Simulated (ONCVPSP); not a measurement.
# Building the ONCV potential for Te (PW91, scalar-relativistic).

The input file (ONCVPSP 4.0.1):

```
# ATOM AND REFERENCE CONFIGURATION
# atsym  z   nc   nv     iexc    psfile
  Te 52.00    8    3  -109134      upf
#
#   n    l    f
    1    0    2.00
    2    0    2.00
    2    1    6.00
    3    0    2.00
    3    1    6.00
    3    2   10.00
    4    0    2.00
    4    1    6.00
    4    2   10.00
    5    0    1.50
    5    1    4.50
#
# PSEUDOPOTENTIAL AND OPTIMIZATION
# lmax
    2
#
#   l,   rc,      ep,       ncon, nbas, qcut
    0    1.75    0.00    5    8    4.80
    1    1.95    0.00    3    6    4.80
    2    1.45    0.00    4    9   13.10
#
# LOCAL POTENTIAL
# lloc, lpopt,  rc(5),   dvloc0
    4    5    0.95    0.00
#
# VANDERBILT-KLEINMAN-BYLANDER PROJECTORs
# l, nproj, debl
    0    2    3.20
    1    2    1.50
    2    3    0.50
#
# MODEL CORE CHARGE
# icmod, fcfact, rcfact
    3    1.75    1.65
#
# LOG DERIVATIVE ANALYSIS
# epsh1, epsh2, depsh
   -3.00    5.00    0.02
#
# OUTPUT GRID
# rlmax, drl
    6.00    0.01
#
# TEST CONFIGURATIONS
# ncnf
    4
# nvcnf
#   n    l    f
    3
    4    2   10.00
    5    0    2.00
    5    1    4.00
#
    3
    4    2   10.00
    5    0    2.00
    5    1    3.00
#
    3
    4    2   10.00
    5    0    2.00
    5    1    2.00
#
    3
    4    2    9.00
    5    0    2.00
    5    1    4.00
#
```

Command:

```bash
oncvpsp.x < Te.dat > Te.out
```

Output (shortened: citation, most of the input echo, consistency checks and plot data are left out):

```
ONCVPSP  (Optimized Norm-Conservinng Vanderbilt PSeudopotential)
scalar-relativistic version 4.0.1

#   n    l    f        energy (Ha)
    1    0    2.00    -1.1625189E+03
    2    0    2.00    -1.7829764E+02
    2    1    6.00    -1.6006865E+02
    3    0    2.00    -3.5501786E+01
    3    1    6.00    -2.9576645E+01
    3    2   10.00    -2.0615109E+01
    4    0    2.00    -6.0680209E+00
    4    1    6.00    -4.2314918E+00
    4    2   10.00    -1.5572003E+00
    5    0    1.50    -5.7195303E-01
    5    1    4.50    -2.3082339E-01

Reference configufation results
  iterations    29
  all-electron total energy (Ha)   -6.79527398D+03

Begin loop to  construct optimized pseudo wave functions
and semi-local pseudopoentials for all angular momenta

   Wellstate for l =  0  n =  7
     eigenvalue =   2.6280
     asymptotic potential =   3.1280
     half-point radius =  3.4525

Calculating optimized projector #   1

 for l=   0

    Fraction of norm inside rc  0.350184
    Optimizing pswf for qcut=   4.80 a_B^-1,  ecut=  11.53 Ha
    Residual kinetic energy error=  2.23D-03 Ha

    Energy error per electron        Cutoff
         Ha          eV             Ha
         0.01000     0.27211        5.38
         0.00100     0.02721       33.96
         0.00010     0.00272       51.97
         0.00001     0.00027       59.28

Calculating optimized projector #   2

 for l=   0

    Fraction of norm inside rc  0.099859
    Optimizing pswf for qcut=   4.80 a_B^-1,  ecut=  11.53 Ha
    Residual kinetic energy error=  4.02D-04 Ha

    Energy error per electron        Cutoff
         Ha          eV             Ha
         0.01000     0.27211        8.68
         0.00100     0.02721       10.79
         0.00010     0.00272       18.47
         0.00001     0.00027       47.98

   Wellstate for l =  1  n =  6
     eigenvalue =   1.2692
     asymptotic potential =   1.7692
     half-point radius =  3.3385

Calculating optimized projector #   1

 for l=   1

    Fraction of norm inside rc  0.254934
    Optimizing pswf for qcut=   4.81 a_B^-1,  ecut=  11.54 Ha
    Residual kinetic energy error=  1.38D-05 Ha

    Energy error per electron        Cutoff
         Ha          eV             Ha
         0.01000     0.27211        4.55
         0.00100     0.02721        7.91
         0.00010     0.00272       10.00
         0.00001     0.00027       12.20

Calculating optimized projector #   2

 for l=   1

    Fraction of norm inside rc  0.228190
    Optimizing pswf for qcut=   4.81 a_B^-1,  ecut=  11.54 Ha
    Residual kinetic energy error=  5.35D-04 Ha

    Energy error per electron        Cutoff
         Ha          eV             Ha
         0.01000     0.27211        6.73
         0.00100     0.02721        9.41
         0.00010     0.00272       40.79
         0.00001     0.00027       76.11

WARNING wellstate: negative energy specified for n= 5 l=  2
WARNING scattering state with energy  0.25000000
WARNING will be used for the first projector

   Wellstate for l =  2  n =  5
     eigenvalue =   0.2500
     asymptotic potential =   0.7500
     half-point radius =  5.1378

   Wellstate for l =  2  n =  6
     eigenvalue =   0.7500
     asymptotic potential =   1.2500
     half-point radius =  5.8555

Calculating optimized projector #   1

 for l=   2

    Fraction of norm inside rc  0.889343
    Optimizing pswf for qcut=  13.11 a_B^-1,  ecut=  85.98 Ha
    Residual kinetic energy error=  3.85D-09 Ha

    Energy error per electron        Cutoff
         Ha          eV             Ha
         0.01000     0.27211       40.59
         0.00100     0.02721       50.73
         0.00010     0.00272       59.59
         0.00001     0.00027       66.86

Calculating optimized projector #   2

 for l=   2

    Fraction of norm inside rc  0.035998
    Optimizing pswf for qcut=  13.11 a_B^-1,  ecut=  85.98 Ha
    Residual kinetic energy error=  3.69D-10 Ha

    Energy error per electron        Cutoff
         Ha          eV             Ha
         0.01000     0.27211       29.28
         0.00100     0.02721       41.28
         0.00010     0.00272       51.79
         0.00001     0.00027       60.85

Calculating optimized projector #   3

 for l=   2

    Fraction of norm inside rc  0.031748
    Optimizing pswf for qcut=  13.11 a_B^-1,  ecut=  85.98 Ha
    Residual kinetic energy error=  4.29D-10 Ha

    Energy error per electron        Cutoff
         Ha          eV             Ha
         0.01000     0.27211       29.31
         0.00100     0.02721       41.42
         0.00010     0.00272       52.04
         0.00001     0.00027       61.19

Construct Vanderbilt / Kleinmman-Bylander projectors

B matrix Hermiticity error, ll=   0
   1   2   -2.7802E-04

  Orthonormal projector coefficients  1.6157E+01  6.8249E+00

B matrix Hermiticity error, ll=   1
   1   2    1.1489E-04

  Orthonormal projector coefficients  8.4169E+00  8.0695E-01

B matrix Hermiticity error, ll=   2
   1   2    1.9941E-04
   1   3   -2.3838E-04
   2   3    1.4328E-05

  Orthonormal projector coefficients  4.2822E+00  9.1175E-01  2.3785E-01

Model core correction analysis
  based on d2Exc/dn_idn_j

d2excae - all-electron derivatives

   -2.475047D-02   -6.527039D-03   -3.236497D-03
   -6.526769D-03   -2.415936D-02   -1.947703D-02
   -3.236427D-03   -1.947699D-02   -2.040766D-02

d2excps - pseudofunction derivatives with no core correction

   -3.972999D-02   -7.888204D-03   -3.645481D-03
   -7.887928D-03   -2.507803D-02   -2.006281D-02
   -3.645437D-03   -2.006288D-02   -2.069982D-02

rms 2nd derivative error    5.055712E-03

rmatch, rhocmatch    0.8153   19.2063

Teter function model core charge with specified parameters

d2excps - pseudofunction derivatives with core correction

   -2.969012D-02   -7.061135D-03   -3.370763D-03
   -7.060862D-03   -2.447634D-02   -1.980808D-02
   -3.370705D-03   -1.980806D-02   -2.059060D-02

rms 2nd derivative error    1.678621E-03

Pseudoatom total energy  -95.070190

Diagnostic tests using Vanderbilt-Kleinman-Bylander pseudopotentials
  1 or more projectors used as specified by nproj input data

   l    rcore       rmatch      e in        delta e   norm test  slope test

   0   1.7533863   1.8066229  -0.5719530  -0.0000029   1.0000648   1.0002357
run_diag: lschvkbbe ERROR   2   2   0  60  2.62804698E+00  2.31524228E+00
   0   1.7533863   1.8066229   2.6280470  -0.3128047   0.6869729   0.1993821

   1   1.9527258   2.0120148  -0.2308234  -0.0000030   1.0000140   1.0000767
   1   1.9527258   2.0120148   1.2691766   0.0001217   1.0001865   1.0001865

   2   1.4565997   1.5008252  -1.5572003   0.0000443   1.0001993   1.0002413
   2   1.4565997   1.5008252   0.2500000   0.0001212   1.0003639   1.0003639
   2   1.4565997   1.5008252   0.7500000   0.0001654   1.0003622   1.0003622

 Testing for bound ghosts
   n   l    E NL Schr. Eq   E Basis Diag.   E Cutoff

       0                       -5.213217     84.73  WARNING - GHOST(-)
   1   0       -0.571956       -0.569016     84.73

       1                       -2.537358     39.98  WARNING - GHOST(-)
   2   1       -0.230826       -0.222165     39.98

   3   2       -1.557156       -1.557125    261.87

 Testing for highly-localized positive-energy ghosts
       l    <radius>/rc     E Basis Diag.   E Cutoff

       0        0.613303        9.155458     84.73  WARNING - GHOST(+)

Test configuration 0

   n   l     f        eae           eps        diff
   1   0  2.0000-1162.51894038
   2   0  2.0000 -178.29764418
   2   1  6.0000 -160.06865019
   3   0  2.0000  -35.50178602
   3   1  6.0000  -29.57664503
   3   2 10.0000  -20.61510879
   4   0  2.0000   -6.06802091
   4   1  6.0000   -4.23149181
   4   2 10.0000   -1.55720030   -1.55715597    4.43D-05
   5   0  1.5000   -0.57195303   -0.57195589   -2.86D-06
   5   1  4.5000   -0.23082339   -0.23082643   -3.03D-06

    Total energies and differences
      AE_ref= -6.79527398D+03  AE_tst= -6.79527398D+03  dif=  0.00D+00
      PS_ref= -9.50701896D+01  PS_tst= -9.50701896D+01  dif=  4.26D-14
      PSP excitation error= -4.26D-14

Test configuration 1

   n   l     f        eae           eps        diff
   1   0  2.0000-1162.49233856
   2   0  2.0000 -178.27145443
   2   1  6.0000 -160.04255139
   3   0  2.0000  -35.47525760
   3   1  6.0000  -29.55013488
   3   2 10.0000  -20.58862199
   4   0  2.0000   -6.04183469
   4   1  6.0000   -4.20549949
   4   2 10.0000   -1.53224611   -1.53147084    7.75D-04
   5   0  2.0000   -0.55791122   -0.55782167    8.95D-05
   5   1  4.0000   -0.22055299   -0.22058769   -3.47D-05

    Total energies and differences
      AE_ref= -6.79527398D+03  AE_tst= -6.79544359D+03  dif= -1.70D-01
      PS_ref= -9.50701896D+01  PS_tst= -9.52397860D+01  dif= -1.70D-01
      PSP excitation error= -1.83D-05

Test configuration 2

   n   l     f        eae           eps        diff
   1   0  2.0000-1162.82932775
   2   0  2.0000 -178.60682960
   2   1  6.0000 -160.37812154
   3   0  2.0000  -35.80990181
   3   1  6.0000  -29.88479531
   3   2 10.0000  -20.92327781
   4   0  2.0000   -6.37505017
   4   1  6.0000   -4.53854798
   4   2 10.0000   -1.86429972   -1.86165665    2.64D-03
   5   0  2.0000   -0.86477464   -0.86461180    1.63D-04
   5   1  3.0000   -0.50521715   -0.50525894   -4.18D-05

    Total energies and differences
      AE_ref= -6.79527398D+03  AE_tst= -6.79508400D+03  dif=  1.90D-01
      PS_ref= -9.50701896D+01  PS_tst= -9.48800545D+01  dif=  1.90D-01
      PSP excitation error= -1.54D-04

Test configuration 3

   n   l     f        eae           eps        diff
   1   0  2.0000-1163.21859428
   2   0  2.0000 -178.99298888
   2   1  6.0000 -160.76463929
   3   0  2.0000  -36.19461852
   3   1  6.0000  -30.26954056
   3   2 10.0000  -21.30802629
   4   0  2.0000   -6.75679758
   4   1  6.0000   -4.91990340
   4   2 10.0000   -2.24363509   -2.23786991    5.77D-03
   5   0  2.0000   -1.20621223   -1.20587937    3.33D-04
   5   1  2.0000   -0.82279219   -0.82276401    2.82D-05

    Total energies and differences
      AE_ref= -6.79527398D+03  AE_tst= -6.79442252D+03  dif=  8.51D-01
      PS_ref= -9.50701896D+01  PS_tst= -9.42183917D+01  dif=  8.52D-01
      PSP excitation error= -3.45D-04

Test configuration 4

   n   l     f        eae           eps        diff
   1   0  2.0000-1163.16399620
   2   0  2.0000 -178.96087325
   2   1  6.0000 -160.73118148
   3   0  2.0000  -36.14695750
   3   1  6.0000  -30.22190324
   3   2 10.0000  -21.26379062
   4   0  2.0000   -6.65877489
   4   1  6.0000   -4.81008813
   4   2  9.0000   -2.10540231   -2.12900153   -2.36D-02
   5   0  2.0000   -0.94539490   -0.94441079    9.84D-04
   5   1  4.0000   -0.55882051   -0.55631595    2.50D-03

    Total energies and differences
      AE_ref= -6.79527398D+03  AE_tst= -6.79363171D+03  dif=  1.64D+00
      PS_ref= -9.50701896D+01  PS_tst= -9.34161868D+01  dif=  1.65D+00
      PSP excitation error= -1.17D-02
```

Note: ghosts flagged at negative energy: s at -141.9 eV, p at -69.0 eV; GHOST(+) flagged for s at 249.1 eV. A true bound ghost makes a file unfit for plane-wave use.

The run took about 6.2 s on one core of a shared server CPU.
